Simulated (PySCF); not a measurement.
Running PySCF for CaF⁺

The script input.py:

```python
from pyscf import gto, dft

mol = gto.M(
    atom='Ca 0 0 0; F 0 0 1.93',
    basis='6-31+g*',
    charge=1,
    spin=0,
    verbose=4,
)
mf = dft.RKS(mol, xc='pw91')
mf.kernel()
mf.analyze()
print('orbital energies (hartree):', mf.mo_energy[..., max(0, mol.nelec[1]-3):mol.nelec[0]+3].round(4))
```

```bash
$ OMP_NUM_THREADS=1 python input.py
```

Output (some set-up lines and the per-cycle HOMO/LUMO lines with their warnings removed):

```
PySCF version 2.14.0

[INPUT] Symbol           X                Y                Z      unit          X                Y                Z       unit  Magmom
[INPUT]  1 Ca     0.000000000000   0.000000000000   0.000000000000 AA    0.000000000000   0.000000000000   0.000000000000 Bohr   0.0
[INPUT]  2 F      0.000000000000   0.000000000000   1.930000000000 AA    0.000000000000   0.000000000000   3.647171420411 Bohr   0.0

nuclear repulsion = 49.3533150080829
number of shells = 20
number of NR pGTOs = 110
number of NR cGTOs = 44
basis = 6-31+g*
ecp = {}

******** <class 'pyscf.dft.rks.RKS'> ********
method = RKS
initial guess = minao
damping factor = 0
level_shift factor = 0
DIIS = <class 'pyscf.scf.diis.CDIIS'>
SCF conv_tol = 1e-09
SCF max_cycles = 50
XC functionals = pw91

grids dens level: 3
Initial guess from minao.
tot grids = 34688
init E= -777.309711866015
cycle= 1 E= -777.034007749225  delta_E= 0.276  |g|= 0.785  |ddm|= 1.58
cycle= 2 E= -772.174227052542  delta_E= 4.86  |g|= 4.12  |ddm|= 3.59
cycle= 3 E= -777.15202016918  delta_E= -4.98  |g|= 0.147  |ddm|= 3.37
cycle= 4 E= -777.154291027259  delta_E= -0.00227  |g|= 0.0742  |ddm|= 0.218
cycle= 5 E= -777.1555243403  delta_E= -0.00123  |g|= 0.0099  |ddm|= 0.0862
cycle= 6 E= -777.155541920547  delta_E= -1.76e-05  |g|= 0.000605  |ddm|= 0.00669
cycle= 7 E= -777.155541996213  delta_E= -7.57e-08  |g|= 6.74e-05  |ddm|= 0.000609
cycle= 8 E= -777.155541997374  delta_E= -1.16e-09  |g|= 6.37e-06  |ddm|= 9.77e-05
cycle= 9 E= -777.155541997382  delta_E= -8.41e-12  |g|= 1.15e-06  |ddm|= 7.49e-06
Extra cycle  E= -777.155541997381  delta_E= 1.36e-12  |g|= 3.09e-06  |ddm|= 4.01e-06
converged SCF energy = -777.155541997381
**** SCF Summaries ****
Total Energy =                        -777.155541997380965
Nuclear Repulsion Energy =              49.353315008082902
One-electron Energy =                -1159.180655518838648
Two-electron Energy =                  332.671798513374824
Two-electron Coulomb Energy =          379.090740554324100
DFT Exchange-Correlation Energy =      -46.418942040949304
**** MO energy ****
[3 lines left out]
MO #4   energy= -12.5843983284016  occ= 2
MO #5   energy= -12.5843983284016  occ= 2
MO #6   energy= -12.58278646431    occ= 2
MO #7   energy= -1.98769695654595  occ= 2
MO #8   energy= -1.30881897221466  occ= 2
MO #9   energy= -1.30365509721955  occ= 2
MO #10  energy= -1.30365509721955  occ= 2
MO #11  energy= -1.1068862676297   occ= 2
MO #12  energy= -0.447052044856934 occ= 2
MO #13  energy= -0.443719604455258 occ= 2
MO #14  energy= -0.443719604455254 occ= 2
MO #15  energy= -0.321376152495727 occ= 0
MO #16  energy= -0.210396369234738 occ= 0
MO #17  energy= -0.210396369234737 occ= 0
[27 lines left out]
 ** Mulliken pop on meta-lowdin orthogonal AOs  **
 ** Mulliken pop  **
pop of  0 Ca 1s           2.00000
pop of  0 Ca 2s           1.99994
pop of  0 Ca 3s           1.99971
pop of  0 Ca 4s           0.08496
pop of  0 Ca 5s           0.00411
pop of  0 Ca 6s           0.00011
pop of  0 Ca 2px          1.99999
pop of  0 Ca 2py          1.99999
pop of  0 Ca 2pz          1.99999
pop of  0 Ca 3px          1.99963
pop of  0 Ca 3py          1.99963
pop of  0 Ca 3pz          1.99851
[32 lines left out]
 ** Mulliken atomic charges  **
charge of    0Ca =      1.83793
charge of    1F =     -0.83793

WARN: System has nonzero charge 1; the dipole moment is origin-dependent.
Location of origin: [0. 0. 0.]

Dipole moment(X, Y, Z, Debye): -0.00000,  0.00000, -6.81676
orbital energies (hartree): [-0.4471 -0.4437 -0.4437 -0.3214 -0.2104 -0.2104]
```

In short: E(SCF) = -777.155542 Eh, 9 cycles.

Hardware: Intel Xeon 6975P-C, 1 thread, shared host. Wall time 1.3 s, peak memory 0.17 GiB.

Stability towards an unrestricted solution was not tested. The bond length is a typed value, not an optimised one. The dipole of an ion depends on the origin.
